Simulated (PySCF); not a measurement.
Excitations are Tamm–Dancoff values on a coarser integration grid. The basis has no diffuse functions, so Rydberg states are missing or too high.

Cartesian coordinates (Å):
```xyz
21

B      3.2725    -0.8373     0.6899
C      1.9013    -0.2328     0.3529
C      0.7521    -1.0546     0.2070
C     -0.5149    -0.5559    -0.0979
C     -1.6931    -1.4285    -0.2368
C     -1.8376    -2.6553     0.2847
C     -0.6411     0.8510    -0.2848
C     -1.8111     1.6267    -0.5991
C     -1.5503     2.9635    -0.6990
S      0.1169     3.3692    -0.4139
C      0.5082     1.6802    -0.1459
C      1.7597     1.1579     0.1707
H      3.3968    -2.0301     0.8327
H      4.2374    -0.1215     0.8165
H      0.8790    -2.1330     0.3210
H     -2.5223    -1.0192    -0.8232
H     -1.0668    -3.1193     0.9063
H     -2.7464    -3.2361     0.1097
H     -2.8066     1.2073    -0.7380
H     -2.2622     3.7562    -0.9265
H      2.6287     1.8115     0.2738
```
Charge 0, multiplicity 1.

**Question.** Predict the HOMO–LUMO gap, T1 excitation (TDA) and LUMO from TPSSh-D3(BJ)/def2-TZVP // B3LYP-D3(BJ)/def2-SVP in PySCF 2.14.0.

**Answer.** 
```yaml
HOMO–LUMO gap: 3.35 eV
T1 excitation (TDA): 2.56 eV
LUMO: -2.49 eV
```
